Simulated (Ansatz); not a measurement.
Cost and result for the atomization energy of ClFH4OSiSn (`[OH][SnH]([Cl])[SiH2]F`) (9 atoms, 8 bonds).

Cartesian coordinates in Å:
```
O -0.825 -2.126 -0.612
Sn -0.170 -0.325 -1.009
Cl -2.071 0.983 -1.441
Si 0.800 0.880 1.054
F 2.185 0.201 1.486
H -1.487 -2.150 0.084
H 0.678 -0.523 -2.468
H 1.051 2.304 0.730
H -0.161 0.756 2.176
```

Charge 0, multiplicity 1. Correlated methods include outer-core shells of Sn, which these sets cover unevenly. Sn takes the def2 core potential. The structure was optimised at the PBE0-D4/def2-TZVP level. It is one conformer, not always the lowest. Program: Ansatz. All runs use 4 threads of an Arm Neoverse V2 on a shared host. Times are those of one run each, without the atoms' runs, and a repeat can differ threefold. Electronic energies, without spin–orbit coupling; frozen cores. CCSD(T)/CBS adds CCSD(T) − MP2 in def2-TZVPP to the MP2 limit, and its time is that of the two runs behind it. T1 = 0.013. With those shells the extrapolation isn't a true limit. B3LYP takes the VWN-RPA correlation (the form of Gaussian; ORCA's B3LYP/G).

CCSD(T)/CBS is a level of theory with its own doubt, some kJ/mol a heavy atom from the limit and from the frozen cores, so smaller differences don't rank the functionals.

```
                             level  functions  wall time
   PBE-D4/def2-TZVPP (with forces)        252      2.7 s
                PBE0-D4/def2-TZVPP        252      3.3 s
r2SCAN-D4/def2-TZVPP (with forces)        252      4.9 s
 B3LYP-D4/def2-TZVPP (with forces)        252      5.5 s
                 B2PLYP/def2-TZVPP        252        6 s
                ωB97X-V/def2-TZVPP        252        9 s
  ωB97M-V/def2-TZVPP (with forces)        252       13 s
                    MP2/def2-QZVPP        456       17 s
                CCSD(T)/def2-TZVPP        252    4.5 min
                 CCSD(T)/CBS(def2)          –    4.7 min
```

Task: What atomization energy does each give, and how far from CCSD(T)/CBS? (Best estimate.)

Result: The calculation gave: 
```csv
level,atomization (kJ/mol),difference from CCSD(T)/CBS,per bond
PBE-D4/def2-TZVPP (with forces),2818.3,-19.6,-2.4
PBE0-D4/def2-TZVPP,2758.5,-79.4,-9.9
r2SCAN-D4/def2-TZVPP (with forces),2806.2,-31.7,-4.0
B3LYP-D4/def2-TZVPP (with forces),2774.8,-63.1,-7.9
B2PLYP/def2-TZVPP,2751.6,-86.3,-10.8
ωB97X-V/def2-TZVPP,2827.2,-10.7,-1.3
ωB97M-V/def2-TZVPP (with forces),2802.9,-35.0,-4.4
MP2/def2-QZVPP,2845.1,7.2,0.9
CCSD(T)/def2-TZVPP,2730.0,-107.9,-13.5
CCSD(T)/CBS(def2),2837.9,0.0,0.0
```

The D4 term adds +36.1 kJ/mol with B3LYP and +19.2 kJ/mol with PBE0; it sums over pairs of atoms, weighted by their polarisabilities, and B3LYP, whose exchange is more repulsive, gets the larger term. From PBE to PBE0 (25 % exact exchange), in def2-TZVPP and without D4, the atomization energy moves by −56.9 kJ/mol: exact exchange takes away binding that semilocal exchange gives to molecules. In def2-TZVPP, CCSD(T) changes the Hartree–Fock value by +751.6 kJ/mol (the triples alone add +48.3 kJ/mol) and MP2 by +800.9 kJ/mol; breaking electron pairs costs correlation energy, which Hartree–Fock lacks.

Spin–orbit coupling would lower the free Sn atoms strongly, and the atomization energy with them, by more than many differences here. For some Ge, Se and Sn compounds the MP2-based and the directly extrapolated limit differ by 10 to 25 kJ/mol.
